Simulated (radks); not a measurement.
Coulomb parameter of the 4f shell of neutral europium in the model configuration [Xe] 4f5 6s2 6p2, as a second difference U = [E(n + 0.25) + E(n - 0.25) - 2 E(n)] / (0.25)^2 with all orbitals relaxed. "Bare": the charge of the atom changes with n. "Screened": the 6p shell takes up the change at fixed total charge, which measures U(4f,4f) + U(6p,6p) - 2 U(4f,6p). Method: scalar-relativistic Kohn-Sham, r2SCAN, spin-unpolarised, spherical densities, finite nucleus; meta-GGA in the generalised Kohn-Sham scheme; Fermi nuclear charge, rms radius 5.1115 fm; computed with a radial shooting solver on a logarithmic mesh with Libxc functionals.

| case | configuration | E - E(n) (eV) |
|---|---|---|
| start | [Xe] 4f5 6s2 6p2 | 0.000 |
| bare +0.25 | [Xe] 4f5.25 6s2 6p2 | -4.990 |
| bare -0.25 | [Xe] 4f4.75 6s2 6p2 | 6.003 |
| screened +0.25 | [Xe] 4f5.25 6s2 6p1.75 | -4.394 |
| screened -0.25 | [Xe] 4f4.75 6s2 6p2.25 | 5.024 |

U(bare) = 16.198 eV, U(screened by 6p) = 10.083 eV, against the Slater integral F0(4f,4f) = 30.303 eV with frozen orbitals. The step up makes a negative ion, whose loosely bound charge lowers the bare value.
